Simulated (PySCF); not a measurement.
Interval between two levels of Pt by level of theory

Pt [Xe] 4f14 5d9 6s1 [3D3, M_J = 3] → Pt [Xe] 4f14 5d8 6s1 7s1 [5F5, M_J = 5], as a difference of total energies. Calculation: PySCF 2.14, in x2c-TZVPall-2c with one added diffuse shell each of s, p, d type (12s12p11d2f, 117 functions); the two-component X2C-1e Hamiltonian. Correlated levels: [Kr] 4d10 4f14 frozen; the 34 highest virtual spinors dropped. "Screened" scales the spin-orbit matrix elements by Boettger's factors to mimic the two-electron term; Breit and QED terms are absent.

```json
{"method": "GHF (screened spin-orbit)", "interval between two levels (cm⁻¹)": "41240"}
{"method": "GMP2 (screened spin-orbit)", "interval between two levels (cm⁻¹)": "52794"}
```

The labels give the starting determinants; with spin-orbit coupling the two ends relaxed to ⟨J²⟩ = 12.04, ⟨L²⟩ = 6.20, ⟨S²⟩ = 2.18 and ⟨J²⟩ = 30.01, ⟨L²⟩ = 12.36, ⟨S²⟩ = 6.07.

The promoted electron is Rydberg-like, and one or two diffuse shells describe it only roughly, which tends to raise the upper state.
